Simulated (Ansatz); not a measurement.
An input meant for Li4S⁻ (charge -1, doublet).

```yaml
crystal:
  periodic: [false, false, false]
  atoms:
    - {symbol: Li, position_ang: [-6.255546, -1.162973, -3.618679]}
    - {symbol: Li, position_ang: [-0.814667, -3.106578, -0.241308]}
    - {symbol: Li, position_ang: [-1.342317, 2.552076, -1.014018]}
    - {symbol: Li, position_ang: [6.126149, 1.422107, 3.564829]}
    - {symbol: S, position_ang: [2.286382, 0.295369, 1.309153]}
basis:
  gaussian: {orbitals: STO-3G}
total_charge: -1
magnetization: {spin_polarized: true, initial_magnetization: 1}
hamiltonian: {xc: {name: wPBEh}}
scf: {lower_state_search: light}
```

```sh
$ ansatz run in.yaml --threads 4 --pin off --events-out ev --progress --plain --max-ram 3916MiB
```

Shortened log:

```
Functional definition: wPBEh
332 factors; integrals over basis functions are off by at most 3.3e-4 eV
57 factors; integrals over basis functions are off by at most 1.9e-5 eV
mean field evaluation 1: about -11403.3767 eV, gradient 2.4e1 eV
mean field evaluation 2: about -11469.7734 eV, gradient 1.1e1 eV
mean field evaluation 4: about -11318.3868 eV, gradient 3.6e1 eV
mean field evaluation 8: about -11476.8606 eV, gradient 2.0e1 eV
mean field evaluation 16: about -11508.4152 eV, gradient 2.3e-1 eV
mean field evaluation 32: about -11508.5098 eV, gradient 3.8e-2 eV
mean field evaluation 64: about -11506.1413 eV, gradient 6.6e0 eV
mean field evaluation 96: about -11508.9983 eV, gradient 9.4e-4 eV
mean field evaluation 128: about -11508.8887 eV, gradient 8.5e-1 eV
mean field evaluation 160: about -11501.3453 eV, gradient 1.2e1 eV
mean field evaluation 192: about -11509.0638 eV, gradient 2.6e-1 eV
mean field evaluation 224: about -11509.0421 eV, gradient 1.2e-4 eV
mean field -11509.08694045 eV, -422.9511439221 hartree, gradient 1.0e-5 eV, S^2 2.766931; 12 other end points of the search recorded, 0 dependent functions left out
reference -11509.08701199 eV, -422.9511465513 hartree; 15, 14 occupied and 14, 15 virtual orbitals, 332 factors
Total energy: -11509.08701199 eV, -422.9511465513 hartree
```

**Question.** What is wrong with this run?

**Answer.** The geometry is stretched to more than twice its size. The run converged. The result belongs to that input, not to the species as meant. The highest occupied level of an anion often lies above zero with these methods, and sets without diffuse functions describe the outer electron poorly. The charge -1 doublet is spin-contaminated (final ⟨S²⟩ up to 2.77, 0.75 for a pure state).
